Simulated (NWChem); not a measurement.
System: SiNH₂Cl, singlet; SMILES N[Si]Cl

Here is an NWChem input.

```
start job
memory heap 200 mb stack 900 mb global 1100 mb
geometry units angstroms noautoz
  Si     0.724749     0.594252     0.000000
  Cl    -0.149315    -1.335695     0.000000
  N     -0.725972     1.505227     0.000000
  H     -1.668380     1.122603     0.000000
  H     -0.713472     2.521013     0.000000
end
basis spherical
  * library def2-svpd
end
dft
  xc b3lyp
  iterations 150
end
tddft
  cis
  nroots 6
  notriplet
end
task tddft energy
```

Low-valent species are run as closed-shell singlets; no triplet was tried in these runs. Structure relaxed at the PBE0/def2-SVP level.

Vertical excitations in the gas phase.

What results follow from this input? (B3LYP/def2-SVPD, TDA.) Quantities: lowest excitation, singlet (eV); oscillator strength of that lowest state; lowest state with f > 0.02, singlet (eV); oscillator strength of that bright state; orbital gap (eV).


| Item | Result |
|---|---|
| lowest excitation, singlet (eV) | 4.80 |
| oscillator strength of that lowest state | 0.072 |
| lowest state with f > 0.02, singlet (eV) | 4.80 |
| oscillator strength of that bright state | 0.072 |
| orbital gap (eV) | 5.22 |
